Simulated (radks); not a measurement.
Results of a calculation; reference values are marked as such.
Question: Si II, 13 electrons, occupied as [Ne] 3s2 4p1 (not the ground configuration). Level of theory: scalar-relativistic Kohn-Sham, PW91, spin-polarised, spherical densities, point nucleus; open shells are filled with parallel spins first (a radial shooting solver on a logarithmic mesh with Libxc functionals). Some entries of the table are withheld. Estimate them.

orbital  occ.  eigenvalue (eV)  <r^2> (bohr^2)  <1/r> (bohr^-1)
1s up       1        -1803.150         0.01668            13.64
1s down     1        -1803.129         0.01668            13.64
2s up       1        -155.4652          0.3849            2.582
2s down     1        -155.4396          0.3848            2.582
2p up       3        -111.6715          0.3628              (1)
2p down     3        -111.6390          0.3627              (2)
3s up       1         -23.5915           4.391              (3)
3s down     1         -23.4796           4.451              (4)
4p up       1          -5.2405             (5)           0.2177

Answer: 
(1) 2p up <1/r> (bohr^-1): 2.466
(2) 2p down <1/r> (bohr^-1): 2.466
(3) 3s up <1/r> (bohr^-1): 0.6962
(4) 3s down <1/r> (bohr^-1): 0.6929
(5) 4p up <r^2> (bohr^2): 40.28
